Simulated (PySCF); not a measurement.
HO₂, SMILES [O]O (connectivity only; charge and spin as stated), charge -1, multiplicity 1. Atoms are numbered in the order given.

```xyz
3

O      0.0164     0.8105     0.0000
O     -0.1182    -0.6935     0.0000
H      0.8143    -0.9358     0.0000
```
Charge -1, spin multiplicity 1.

Geometry: B3LYP-D3(BJ)/def2-TZVPD. The multiplicity is an assumed one; other spin states were not compared. The isomer is the one that the SMILES or the coordinates give; other isomers of the formula were not compared.

All values below come from PBE/pcSseg-2 (PySCF).

GIAO shieldings, no solvent; atoms alike by connectivity are averaged. δ = σ(ref) − σ: ¹⁷O against H2O (σ = 327.5 ppm); ¹H against TMS (σ = 31.47 ppm), references at their B3LYP-D3(BJ)/def2-TZVP geometries, non-relativistic.

```tsv
atoms	nucleus	count	δ (ppm)
O1	¹⁷O	1	[?]
O2	¹⁷O	1	111.3
H3	¹H	1	1.15
```

### Question
Complete the blanks. (Estimate from the structure and the level; the computed values follow.)

### Answer

- O1, δ (ppm): 728.4
